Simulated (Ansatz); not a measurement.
`NB1C[SiH2]1` + HCl → `ClB1C[SiH2]1` + NH₃ at 700 K and 1 bar (ligand exchange at a B–N bond).

Gas-phase electronic energies from Ansatz, PBE0-D4/def2-TZVP geometries. CCSD(T)/CBS adds triple-zeta CCSD(T) − MP2 to the extrapolated MP2 energy (def2 sets, frozen cores). This one scheme is used for every species. One conformer a species, not always the lowest.

```csv
species,CCSD(T)/CBS energy (Eh),H − E (kJ/mol),S (J/(mol·K))
`NB1C[SiH2]1`,-410.22783,262.0,421.9
HCl,-460.38127,38.4,211.8
`ClB1C[SiH2]1`,-814.08481,185.7,407.3
NH₃,-56.50880,116.9,226.5
```

H − E and S are ideal-gas, rigid-rotor, harmonic terms from PBE0-D4/def2-TZVP, for one conformer and one mirror image of each species. 1 Eh = 2625.50 kJ/mol, R = 8.31446 J/(mol·K).

Question: By hand: ΔE, ΔH, ΔS and ΔG.

Answer: ΔE = (-814.08481) + (-56.50880) − (-410.22783) − (-460.38127) = 0.01549 Eh = 40.7 kJ/mol. Δ(H − E) = 185.7 + 116.9 − 262.0 − 38.4 = 2.2, so ΔH = 42.9 kJ/mol. ΔS = 407.3 + 226.5 − 421.9 − 211.8 = 0.1 J/(mol·K). ΔG = 42.9 − 700 × (0.1)/1000 = 42.8 kJ/mol.

Question: By hand: the equilibrium constant, and the temperature at which ΔG would vanish if ΔH and ΔS stayed fixed.

Answer: log₁₀ K = −ΔG/(RT ln 10) = -3.2. ΔG = 0 at ΔH/ΔS = 429000 K, far beyond where these terms or the molecules hold.

The number of gas molecules stays the same, so ΔS is small and ΔH decides. A doubt of 5 kJ/mol in ΔE shifts log₁₀ K by 0.4 here. Other conformers and mirror images would add mixing entropy, several J/(mol·K) or more a flexible species. These are equilibria of isolated gas molecules and say nothing of rates. Largest T1 diagnostic: 0.013 (customary marks: 0.02 for closed shells, 0.045 for open ones).
